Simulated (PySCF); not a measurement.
A calculated (TPSS, PySCF 2.14, x2c-TZVPPall, the spin-free X2C one-electron Hamiltonian (Gaussian nucleus)) atom or ion has these occupied shells.

| shell | electrons | orbital energy (eV) | rms radius, mean of both spins (bohr) |
| --- | --- | --- | --- |
| 1s α | 1 | -48298.3 | 0.0254 |
| 1s β | 1 | -48298.3 | 0.0254 |
| 2s α | 1 | -7944.9 | 0.103 |
| 2s β | 1 | -7944.9 | 0.103 |
| 2p α | 3 | -7090.2 | 0.0923 |
| 2p β | 3 | -7090.1 | 0.0923 |
| 3s α | 1 | -1764.9 | 0.266 |
| 3s β | 1 | -1763.1 | 0.266 |
| 3p α | 3 | -1497.3 | 0.266 |
| 3p β | 3 | -1495.5 | 0.266 |
| 3d α | 5 | -1133.7 | 0.245 |
| 3d β | 5 | -1132.1 | 0.245 |
| 4s α | 1 | -366.41 | 0.601 |
| 4s β | 1 | -361.39 | 0.601 |
| 4p α | 3 | -278.04 | 0.638 |
| 4p β | 3 | -272.90 | 0.638 |
| 4d α | 5 | -153.32 | 0.703 |
| 4d β | 5 | -148.02 | 0.703 |
| 5s α | 1 | -59.274 | 1.44 |
| 5s β | 1 | -56.423 | 1.44 |
| 5p α | 3 | -37.258 | 1.67 |
| 5p β | 3 | -35.059 | 1.67 |
| 4f α | 6 | -19.734 | 0.990 |
| 6s α | 1 | -11.073 | 3.81 |
| 6p α | 1 | -7.557 | 4.56 |

Q: Name the element and its charge.

A: Eu⁺ (europium, charge +1), in [Xe] 4f6 6s1 6p1, one real determinant (an excited configuration).
